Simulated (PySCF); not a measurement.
PySCF input:

```python
from pyscf import gto, scf, dft

mol = gto.M(
    atom='''
    Se    0.01926114   -0.01724611    0.40055910
    F     0.64744174    1.14626581   -0.74154371
    F    -0.72020603   -1.08111382   -0.77167957
    ''',
    basis='def2-tzvpd',
    charge=0,
    spin=0,
    verbose=4,
)

mf = dft.RKS(mol, xc='mn15').density_fit(auxbasis='def2-universal-jkfit')
mf.grids.level = 4
mf.conv_tol = 1e-9
mf.max_cycle = 100
mf.max_memory = 1500
mf.kernel()
if not mf.converged:
    mf = mf.newton()
    mf.kernel(mf.make_rdm1())
mf.analyze()
```

Problem. What final total energy does it print?

Solution. -2601.45980 Eh (MN15/def2-TZVPD).
